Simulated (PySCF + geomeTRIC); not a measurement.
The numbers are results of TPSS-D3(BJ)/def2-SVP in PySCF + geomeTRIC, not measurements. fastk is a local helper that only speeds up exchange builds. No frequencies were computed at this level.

```python
import json, numpy as np
from pyscf import gto, dft
from fastk import lowrank_exchange
atoms = """
Zr     0.041991     0.067313     0.048418
Cl    -1.564709     1.294646     1.182692
N     -0.105851     0.653191    -1.881777
H     -1.008308     1.044999    -2.179851
H      0.272431     0.129451    -2.677961
N     -0.576151    -1.855916     0.136534
H     -0.241656    -2.607764    -0.474732
H     -1.578375    -2.019376     0.295150
N      1.989078     0.170849     0.606248
H      2.667847     0.673658     0.023089
H      2.476471    -0.658414     0.963227
"""
def scf(charge, spin, dm0=None):
    mol = gto.M(atom=atoms, basis='def2-svp', ecp={'Zr': 'def2-svp'}, charge=charge, spin=spin, verbose=3, max_memory=10080)
    mf = dft.KS(mol, xc='tpss').density_fit(auxbasis="def2-universal-jkfit")
    mf.disp = 'd3bj'
    mf.grids.level = 3
    mf.conv_tol = 1e-8
    mf.max_cycle = 120
    mf.level_shift = 0.25
    mf.kernel(dm0)
    if not mf.converged:
        mf = mf.newton().run(mf.mo_coeff, mf.mo_occ).undo_soscf()
    return mf
mf = scf(0, 0)
from pyscf.geomopt.geometric_solver import kernel as optimize
path = []
done, mol = optimize(mf, maxsteps=120, assert_convergence=False, callback=lambda env: path.append((env["energy"], bool(env["g_scanner"].converged))))
res = dict(converged=bool(done and path[-1][1]), energy=path[-1][0], path=[e for e, c in path], xyz=mol.atom_coords(unit="Angstrom").tolist(), nao=mol.nao)
json.dump(res, open("result.json", "w"))
```

Output:

```
converged SCF energy = -675.089119602276
Geometry optimization cycle 1
converged SCF energy = -675.089119596151
cycle 1: E = -675.089119596  dE = -675.089  norm(grad) = 0.0355707
Geometry optimization cycle 2
converged SCF energy = -675.094598938317
cycle 2: E = -675.094598938  dE = -0.00547934  norm(grad) = 0.0255612
Geometry optimization cycle 3
converged SCF energy = -675.097461762307
cycle 3: E = -675.097461762  dE = -0.00286282  norm(grad) = 0.0149678
Geometry optimization cycle 4
converged SCF energy = -675.100471762842
cycle 4: E = -675.100471763  dE = -0.00301  norm(grad) = 0.0159771
Geometry optimization cycle 5
converged SCF energy = -675.101254024468
cycle 5: E = -675.101254024  dE = -0.000782262  norm(grad) = 0.00893629
Geometry optimization cycle 6
converged SCF energy = -675.101567591976
cycle 6: E = -675.101567592  dE = -0.000313568  norm(grad) = 0.00319556
Geometry optimization cycle 7
converged SCF energy = -675.101708150132
cycle 7: E = -675.10170815  dE = -0.000140558  norm(grad) = 0.00383256
Geometry optimization cycle 8
converged SCF energy = -675.101876151711
cycle 8: E = -675.101876152  dE = -0.000168002  norm(grad) = 0.00542139
Geometry optimization cycle 9
converged SCF energy = -675.102021015676
cycle 9: E = -675.102021016  dE = -0.000144864  norm(grad) = 0.00506277
Geometry optimization cycle 10
converged SCF energy = -675.102165999596
cycle 10: E = -675.102166  dE = -0.000144984  norm(grad) = 0.00270411
Geometry optimization cycle 11
converged SCF energy = -675.102247022581
cycle 11: E = -675.102247023  dE = -8.1023e-05  norm(grad) = 0.00139153
Geometry optimization cycle 12
converged SCF energy = -675.102293002607
cycle 12: E = -675.102293003  dE = -4.598e-05  norm(grad) = 0.00227519
Geometry optimization cycle 13
converged SCF energy = -675.10235649262
cycle 13: E = -675.102356493  dE = -6.349e-05  norm(grad) = 0.00321439
Geometry optimization cycle 14
converged SCF energy = -675.102491026111
cycle 14: E = -675.102491026  dE = -0.000134533  norm(grad) = 0.00423325
Geometry optimization cycle 15
converged SCF energy = -675.102803235806
cycle 15: E = -675.102803236  dE = -0.00031221  norm(grad) = 0.00572503
Geometry optimization cycle 16
converged SCF energy = -675.103288743173
cycle 16: E = -675.103288743  dE = -0.000485507  norm(grad) = 0.00754427
Geometry optimization cycle 17
converged SCF energy = -675.104029015946
cycle 17: E = -675.104029016  dE = -0.000740273  norm(grad) = 0.00751712
Geometry optimization cycle 18
converged SCF energy = -675.105412762106
cycle 18: E = -675.105412762  dE = -0.00138375  norm(grad) = 0.00756767
Geometry optimization cycle 19
converged SCF energy = -675.105658231185
cycle 19: E = -675.105658231  dE = -0.000245469  norm(grad) = 0.00567794
Geometry optimization cycle 20
converged SCF energy = -675.105909594286
cycle 20: E = -675.105909594  dE = -0.000251363  norm(grad) = 0.0076448
Geometry optimization cycle 21
converged SCF energy = -675.106060256292
cycle 21: E = -675.106060256  dE = -0.000150662  norm(grad) = 0.00338432
Geometry optimization cycle 22
converged SCF energy = -675.10610950103
cycle 22: E = -675.106109501  dE = -4.92447e-05  norm(grad) = 0.00165144
Geometry optimization cycle 23
converged SCF energy = -675.106146951293
cycle 23: E = -675.106146951  dE = -3.74503e-05  norm(grad) = 0.00110177
Geometry optimization cycle 24
converged SCF energy = -675.106162255983
cycle 24: E = -675.106162256  dE = -1.53047e-05  norm(grad) = 0.00125724
Geometry optimization cycle 25
converged SCF energy = -675.106171565383
cycle 25: E = -675.106171565  dE = -9.3094e-06  norm(grad) = 0.00105046
Geometry optimization cycle 26
converged SCF energy = -675.106176332267
cycle 26: E = -675.106176332  dE = -4.76688e-06  norm(grad) = 0.000472307
Geometry optimization cycle 27
converged SCF energy = -675.106177359864
cycle 27: E = -675.10617736  dE = -1.0276e-06  norm(grad) = 0.000603693
Geometry optimization cycle 28
converged SCF energy = -675.106179743101
cycle 28: E = -675.106179743  dE = -2.38324e-06  norm(grad) = 0.000808567
Geometry optimization cycle 29
converged SCF energy = -675.106182330999
cycle 29: E = -675.106182331  dE = -2.5879e-06  norm(grad) = 0.000578282
Geometry optimization cycle 30
converged SCF energy = -675.106184013387
cycle 30: E = -675.106184013  dE = -1.68239e-06  norm(grad) = 0.000329438
Geometry optimization cycle 31
converged SCF energy = -675.106185140378
cycle 31: E = -675.10618514  dE = -1.12699e-06  norm(grad) = 0.000261982
Geometry optimization cycle 32
converged SCF energy = -675.106185662696
cycle 32: E = -675.106185663  dE = -5.22318e-07  norm(grad) = 0.000239904
<class 'geometric.internal.Distance'> : 10
<class 'geometric.internal.Angle'> : 15
<class 'geometric.internal.Dihedral'> : 18
<class 'geometric.internal.TranslationX'> : 1
<class 'geometric.internal.TranslationY'> : 1
<class 'geometric.internal.TranslationZ'> : 1
<class 'geometric.internal.RotationA'> : 1
<class 'geometric.internal.RotationB'> : 1
<class 'geometric.internal.RotationC'> : 1
Step    0 : Gradient = 1.072e-02/2.570e-02 (rms/max) Energy = -675.0891195962
Step    1 : Displace = 9.900e-02/1.502e-01 (rms/max) Trust = 1.000e-01 (=) Grad = 7.707e-03/1.564e-02 (rms/max) E (change) = -675.0945989383 (-5.479e-03) Quality = 0.792
Step    2 : Displace = 4.923e-02/8.217e-02 (rms/max) Trust = 1.414e-01 (+) Grad = 4.513e-03/8.766e-03 (rms/max) E (change) = -675.0974617623 (-2.863e-03) Quality = 1.575
Step    3 : Displace = 1.155e-01/2.115e-01 (rms/max) Trust = 2.000e-01 (+) Grad = 4.817e-03/1.148e-02 (rms/max) E (change) = -675.1004717628 (-3.010e-03) Quality = 1.209
Step    4 : Displace = 5.021e-02/1.003e-01 (rms/max) Trust = 2.828e-01 (+) Grad = 2.694e-03/4.650e-03 (rms/max) E (change) = -675.1012540245 (-7.823e-04) Quality = 1.352
Step    5 : Displace = 3.269e-02/6.406e-02 (rms/max) Trust = 3.000e-01 (+) Grad = 9.635e-04/1.985e-03 (rms/max) E (change) = -675.1015675920 (-3.136e-04) Quality = 1.264
Step    6 : Displace = 2.151e-02/3.955e-02 (rms/max) Trust = 3.000e-01 (=) Grad = 1.156e-03/2.678e-03 (rms/max) E (change) = -675.1017081501 (-1.406e-04) Quality = 1.516
Step    7 : Displace = 3.524e-02/7.272e-02 (rms/max) Trust = 3.000e-01 (=) Grad = 1.635e-03/3.097e-03 (rms/max) E (change) = -675.1018761517 (-1.680e-04) Quality = 1.411
Step    8 : Displace = 3.506e-02/7.808e-02 (rms/max) Trust = 3.000e-01 (=) Grad = 1.526e-03/3.161e-03 (rms/max) E (change) = -675.1020210157 (-1.449e-04) Quality = 1.435
Step    9 : Displace = 4.003e-02/9.090e-02 (rms/max) Trust = 3.000e-01 (=) Grad = 8.153e-04/1.578e-03 (rms/max) E (change) = -675.1021659996 (-1.450e-04) Quality = 1.286
Step   10 : Displace = 2.957e-02/6.601e-02 (rms/max) Trust = 3.000e-01 (=) Grad = 4.196e-04/6.567e-04 (rms/max) E (change) = -675.1022470226 (-8.102e-05) Quality = 1.122
Step   11 : Displace = 2.056e-02/4.337e-02 (rms/max) Trust = 3.000e-01 (=) Grad = 6.860e-04/1.242e-03 (rms/max) E (change) = -675.1022930026 (-4.598e-05) Quality = 1.109
Step   12 : Displace = 2.721e-02/5.366e-02 (rms/max) Trust = 3.000e-01 (=) Grad = 9.692e-04/1.747e-03 (rms/max) E (change) = -675.1023564926 (-6.349e-05) Quality = 1.196
Step   13 : Displace = 5.094e-02/9.088e-02 (rms/max) Trust = 3.000e-01 (=) Grad = 1.276e-03/2.133e-03 (rms/max) E (change) = -675.1024910261 (-1.345e-04) Quality = 1.329
Step   14 : Displace = 9.926e-02/2.007e-01 (rms/max) Trust = 3.000e-01 (=) Grad = 1.726e-03/2.731e-03 (rms/max) E (change) = -675.1028032358 (-3.122e-04) Quality = 1.457
Step   15 : Displace = 1.325e-01/2.901e-01 (rms/max) Trust = 3.000e-01 (=) Grad = 2.275e-03/3.955e-03 (rms/max) E (change) = -675.1032887432 (-4.855e-04) Quality = 1.334
Step   16 : Displace = 5.920e-02/1.428e-01 (rms/max) Trust = 3.000e-01 (=) Grad = 2.266e-03/4.301e-03 (rms/max) E (change) = -675.1040290159 (-7.403e-04) Quality = 1.678
Step   17 : Displace = 1.453e-01/2.804e-01 (rms/max) Trust = 3.000e-01 (=) Grad = 2.282e-03/4.500e-03 (rms/max) E (change) = -675.1054127621 (-1.384e-03) Quality = 0.929
Step   18 : Displace = 2.462e-02/5.509e-02 (rms/max) Trust = 3.000e-01 (=) Grad = 1.712e-03/4.004e-03 (rms/max) E (change) = -675.1056582312 (-2.455e-04) Quality = 1.444
Step   19 : Displace = 7.612e-02/1.363e-01 (rms/max) Trust = 3.000e-01 (=) Grad = 2.305e-03/4.771e-03 (rms/max) E (change) = -675.1059095943 (-2.514e-04) Quality = 0.558
Step   20 : Displace = 4.248e-02/8.001e-02 (rms/max) Trust = 3.000e-01 (=) Grad = 1.020e-03/1.501e-03 (rms/max) E (change) = -675.1060602563 (-1.507e-04) Quality = 0.875
Step   21 : Displace = 1.158e-02/2.409e-02 (rms/max) Trust = 3.000e-01 (=) Grad = 4.979e-04/8.950e-04 (rms/max) E (change) = -675.1061095010 (-4.924e-05) Quality = 1.429
Step   22 : Displace = 1.215e-02/2.055e-02 (rms/max) Trust = 3.000e-01 (=) Grad = 3.322e-04/5.463e-04 (rms/max) E (change) = -675.1061469513 (-3.745e-05) Quality = 1.228
Step   23 : Displace = 9.037e-03/1.486e-02 (rms/max) Trust = 3.000e-01 (=) Grad = 3.791e-04/5.385e-04 (rms/max) E (change) = -675.1061622560 (-1.530e-05) Quality = 1.162
Step   24 : Displace = 7.395e-03/1.137e-02 (rms/max) Trust = 3.000e-01 (=) Grad = 3.167e-04/5.155e-04 (rms/max) E (change) = -675.1061715654 (-9.309e-06) Quality = 0.936
Step   25 : Displace = 5.796e-03/9.922e-03 (rms/max) Trust = 3.000e-01 (=) Grad = 1.424e-04/3.039e-04 (rms/max) E (change) = -675.1061763323 (-4.767e-06) Quality = 0.667
Step   26 : Displace = 3.462e-03/5.409e-03 (rms/max) Trust = 3.000e-01 (=) Grad = 1.820e-04/2.662e-04 (rms/max) E (change) = -675.1061773599 (-1.028e-06) Quality = 0.203
Step   27 : Displace = 1.877e-03/3.683e-03 (rms/max) Trust = 1.731e-03 (-) Grad = 2.438e-04/3.840e-04 (rms/max) E (change) = -675.1061797431 (-2.383e-06) Quality = 0.387
Step   28 : Displace = 1.764e-03/3.455e-03 (rms/max) Trust = 1.731e-03 (=) Grad = 1.744e-04/2.898e-04 (rms/max) E (change) = -675.1061823310 (-2.588e-06) Quality = 0.521
Step   29 : Displace = 1.704e-03/2.903e-03 (rms/max) Trust = 1.731e-03 (=) Grad = 9.933e-05/1.603e-04 (rms/max) E (change) = -675.1061840134 (-1.682e-06) Quality = 0.348
Step   30 : Displace = 1.729e-03/2.805e-03 (rms/max) Trust = 1.731e-03 (=) Grad = 7.899e-05/1.262e-04 (rms/max) E (change) = -675.1061851404 (-1.127e-06) Quality = 0.195
Step   31 : Displace = 9.108e-04/1.478e-03 (rms/max) Trust = 8.646e-04 (-) Grad = 7.233e-05/1.090e-04 (rms/max) E (change) = -675.1061856627 (-5.223e-07) Quality = 0.143
Converged! =D
```

Cost: about 16 core-minutes (a rough figure).
